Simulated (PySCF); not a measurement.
## How methods differ on the ionisation energy of Zn¹⁵⁺

Zn¹⁵⁺ [Ne] 3s2 3p3 (4S) → Zn¹⁶⁺ [Ne] 3s2 3p2 (3P), as a difference of total energies. Calculation: PySCF 2.14, in an even-tempered Gaussian basis (17 s from 1.2 bohr⁻², ratio 2.5; 11 p from 1.6 bohr⁻², ratio 2.5; 5 d from 7.8 bohr⁻², ratio 2.7; 4 f from 12 bohr⁻², ratio 2.7); the non-relativistic Hamiltonian (point nucleus). Correlated levels: outer shells: 1s2 frozen; virtual orbitals above 40 to 60 times the deepest correlated orbital energy dropped. The calculations carry no spin-orbit coupling.

```csv
method,ionisation energy (eV)
UHF,535.23
MP2 (outer shells),535.78
SCS-MP2 (outer shells),535.54
CCSD (outer shells),535.57
CCSD(T) (outer shells),535.56
```

Question: How much does correlation contribute at CCSD(T) (outer shells)?

Answer: 535.56 − (535.23) = 0.33 eV, measured against UHF.

A first-order spin-orbit estimate (lowest level to lowest level, LS coupling) adds -2.860 eV.

These non-relativistic numbers lack the scalar-relativistic shift.

For comparison: 540 ± 1 eV (semi-empirical (NIST evaluation); NIST Atomic Spectra Database, ionization energies).
